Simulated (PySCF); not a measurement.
Zn(OH2)6 (H12O6Zn), SMILES [OH2]->[Zn+2](<-[OH2])(<-[OH2])(<-[OH2])(<-[OH2])<-[OH2], charge +2.

The structure is a stationary point at r2SCAN-D4/def2-SVP. The isomer is the one that the SMILES or the coordinates give; other isomers of the formula were not compared.

These are TDA-LC-ωPBE/def2-SVP (PySCF) values and carry that method's errors.

Vertical excitations; the highest root listed may be one member of a degenerate set. The molecule is in vacuum. State labels are in the subgroup D2.

Task: Give excitation energies, oscillator strengths and character. (An estimate is asked for; the answer gives what the named calculation found.)

Result: 
| state | symmetry | energy (eV) | λ (nm) | f | main pairs |
|---|---|---|---|---|---|
| S1 | B3 | 9.61 | 129 | 0.000 | HOMO→LUMO, HOMO−3→LUMO+1, HOMO→LUMO+4 (degenerate set) |
| S2 | B2 | 9.61 | 129 | 0.000 | HOMO−1→LUMO, HOMO−4→LUMO+3 (degenerate set) |
| S3 | B1 | 9.61 | 129 | 0.000 | HOMO−2→LUMO, HOMO−5→LUMO+2 (degenerate set) |
| S4 | B2 | 9.69 | 128 | 0.078 | HOMO−3→LUMO, HOMO→LUMO+1, HOMO−3→LUMO+4 (degenerate set) |
| S5 | B1 | 9.69 | 128 | 0.078 | HOMO−4→LUMO, HOMO−1→LUMO+3, HOMO−4→LUMO+5 (degenerate set) |
| S6 | B3 | 9.69 | 128 | 0.078 | HOMO−5→LUMO, HOMO−2→LUMO+2 (degenerate set) |
| S7 | A | 10.29 | 121 | 0.000 | HOMO−6→LUMO (degenerate set) |
| S8 | A | 10.29 | 121 | 0.000 | HOMO−7→LUMO (degenerate set) |
| S9 | B3 | 11.58 | 107 | 0.000 | HOMO→LUMO, HOMO−3→LUMO+1, HOMO→LUMO+4, HOMO→LUMO+6 (degenerate set) |
| S10 | B2 | 11.58 | 107 | 0.000 | HOMO−1→LUMO, HOMO−4→LUMO+3, HOMO−1→LUMO+5, HOMO−1→LUMO+6 (degenerate set) |
| T1 | B3 | 8.91 | 139 | 0 | HOMO→LUMO, HOMO−3→LUMO+1, HOMO→LUMO+4 (degenerate set) |
| T2 | B2 | 8.91 | 139 | 0 | HOMO−1→LUMO, HOMO−4→LUMO+3, HOMO−1→LUMO+5 (degenerate set) |
| T3 | B1 | 8.91 | 139 | 0 | HOMO−2→LUMO, HOMO−5→LUMO+2, HOMO−2→LUMO+5 (degenerate set) |
| T4 | B2 | 8.94 | 139 | 0 | HOMO−3→LUMO 44 %, HOMO→LUMO+1 40 %, HOMO−3→LUMO+4 14 % |
Triplets are in the Tamm–Dancoff approximation.
